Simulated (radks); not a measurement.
Q: Species: Tm XXXII. Configuration: [Kr] 4d2. Calculated with a radial shooting solver on a logarithmic mesh with Libxc functionals: Dirac Kohn-Sham, PBE, spin-unpolarised, spherical densities, finite nucleus; open shells fill j = l - 1/2 first; Fermi nuclear charge, rms radius 5.2256 fm. Some entries of the table are withheld. Estimate them.

| orbital | occ. | eigenvalue (eV) | <r^2> (bohr^2) |
|---|---|---|---|
| 1s1/2 | 2 | -60384.87 | 0.0005487 |
| 2s1/2 | 2 | -11168.83 | 0.008450 |
| 2p1/2 | 2 | -10702.96 | 0.006085 |
| 2p3/2 | 4 | -9722.557 | 0.007297 |
| 3s1/2 | 2 | -3397.718 | 0.05473 |
| 3p1/2 | 2 | -3194.909 | (1) |
| 3p3/2 | 4 | -2983.551 | (2) |
| 3d3/2 | 4 | (3) | 0.04437 |
| 3d5/2 | 6 | (4) | 0.04612 |
| 4s1/2 | 2 | -1470.178 | 0.2315 |
| 4p1/2 | 2 | -1385.186 | 0.2323 |
| 4p3/2 | 4 | -1323.017 | 0.2536 |
| 4d3/2 | 2 | -1183.862 | 0.2494 |
| 4d5/2 | 0 | -1170.656 | 0.2555 |
| 5s1/2 | 0 | -813.4749 | 0.7061 |
| 5p1/2 | 0 | -774.3382 | 0.7277 |
| 5p3/2 | 0 | -748.9007 | 0.7775 |

A: 
(1) 3p1/2 <r^2> (bohr^2): 0.05045
(2) 3p3/2 <r^2> (bohr^2): 0.05687
(3) 3d3/2 eigenvalue (eV): -2641.374
(4) 3d5/2 eigenvalue (eV): -2594.903
